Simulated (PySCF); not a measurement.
C4H4F2N2O2.
SMILES with atom numbers: `[OH:1][CH2:2][c:3]1[n:4][c:5]([CH:6]([F:7])[F:8])[n:9][o:10]1` (hydrogens: H11 on O1; H12, H13 on C2; H14 on C6)

Geometry (GFN2-xTB, Å), atoms numbered from 1 in this order:
```xyz
14
C4H4F2N2O2 angstrom
O      2.5926    0.3212   -1.2743
C      2.3152   -0.3146   -0.0665
C      0.8913   -0.1731    0.3359
N     -0.1021    0.0944   -0.4606
C     -1.1710    0.0855    0.3766
C     -2.5802    0.3391   -0.0500
F     -2.6798    1.5062   -0.7198
F     -3.0057   -0.6304   -0.8910
N     -0.8516   -0.1778    1.6125
O      0.4896   -0.3477    1.5985
H      1.8504    0.1933   -1.8795
H      2.9612    0.1281    0.6979
H      2.5436   -1.3946   -0.1210
H     -3.2541    0.3700    0.8194
```

Computed with TDDFT PBE0/def2-SVPD, vertical, gas phase, core orbitals frozen in the response (PySCF).

Kohn–Sham orbitals with the atoms that hold most of them (Löwdin shares over 4%, at most four atoms; ? is withheld):

```json
{"orbital": "LUMO+2", "ε (eV)": "0.42", "atoms": "C2 19%, C3 18%, O1 10%, C5 9%"}
{"orbital": "LUMO+1", "ε (eV)": "-0.22", "atoms": "N4 25%, C5 16%, C3 16%, N9 10%"}
{"orbital": "LUMO", "ε (eV)": "-1.50", "atoms": "?"}
{"orbital": "HOMO", "ε (eV)": "-8.78", "atoms": "?"}
{"orbital": "HOMO-1", "ε (eV)": "-9.24", "atoms": "N9 28%, O1 22%, N4 14%, C3 13%"}
{"orbital": "HOMO-2", "ε (eV)": "-9.49", "atoms": "N4 39%, N9 27%, O1 8%, C5 8%"}
{"orbital": "HOMO-3", "ε (eV)": "-10.49", "atoms": "N9 29%, N4 23%, O10 17%, C5 9%"}
```

Problem. Give the leading atoms of the LUMO.

Solution. N9 (bonded to C and O) 24%; C3 (bonded to C, N and O) 20%; O10 (bonded to C and N) 17%; C5 (bonded to C and 2 N) 15%. By element: carbon 36% or more, nitrogen 24% or more, oxygen 17% or more.

Problem. Which atoms hold the HOMO, and with what shares?

Solution. O1 (bonded to C and H) 45%; C2 (bonded to C, O and 2 H) 13%; N9 (bonded to C and O) 11%; H13 (bonded to C) 9%.

Problem. The HOMO–LUMO gap is 7.28 eV. Where does the response calculation put the lowest singlet, and from which orbitals?

Solution. S1 is at 6.01 eV (f = 0.0034), 1.28 eV below the gap, made of HOMO-2→LUMO (47%), HOMO-1→LUMO (30%), HOMO→LUMO (22%). Its leading pair isn't HOMO and LUMO; the energies of that pair differ by 8.00 eV. 

Next come S2 at 6.27 eV (f 0.032), HOMO→LUMO (66%), HOMO-2→LUMO (31%); S3 at 7.02 eV (f 0.111), HOMO-1→LUMO (56%), HOMO-2→LUMO (17%), HOMO-3→LUMO (11%); S4 at 7.17 eV (f 0.011), HOMO-3→LUMO (54%), HOMO-2→LUMO+1 (12%), HOMO→LUMO+1 (10%); S5 at 7.39 eV (f 0.024), HOMO→LUMO+1 (63%), HOMO-3→LUMO (13%), HOMO-4→LUMO (11%).

The run took about 2 min of CPU time (one thread, shared machine).

One conformer stands for the species.
